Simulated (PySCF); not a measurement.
Ionisation energy of Tb(40+) by level of theory

Tb(40+) [Ar] 3d7 [3d3/2^4 3d5/2^3, M_J = 9/2] → Tb(41+) [Ar] 3d6 [3d3/2^4 3d5/2^2, M_J = 4], as a difference of total energies. Calculation: PySCF 2.14, in an uncontracted even-tempered set (16 s from 8.5 bohr⁻², ratio 2.8; 12 p from 11 bohr⁻², ratio 2.8; 8 d from 11 bohr⁻², ratio 2.8; 3 f from 40 bohr⁻², ratio 3); the two-component X2C-1e Hamiltonian. Correlated levels: [Ne] frozen; the 74 highest virtual spinors dropped. "Screened" scales the spin-orbit matrix elements by Boettger's factors to mimic the two-electron term; Breit and QED terms are absent.

| method | ionisation energy (eV) |
| --- | --- |
| GHF (spin-free) | 3084.2 |
| GMP2 (spin-free) | 3085.2 |
| GHF (screened spin-orbit) | 3078.5 |
| GMP2 (screened spin-orbit) | 3078.8 |

Breit and QED terms and the two-electron picture change are absent.

The spin-free rows relax to the high-spin LS determinant and lack the spin-orbit shift.

The labels give the starting determinants; with spin-orbit coupling the two ends relaxed to ⟨J²⟩ = 24.75, ⟨L²⟩ = 15.33, ⟨S²⟩ = 2.69 and ⟨J²⟩ = 20.02, ⟨L²⟩ = 11.49, ⟨S²⟩ = 3.33.

For comparison: 3078 ± 4 eV (theoretical estimate listed by NIST; NIST Atomic Spectra Database, ionization energies).
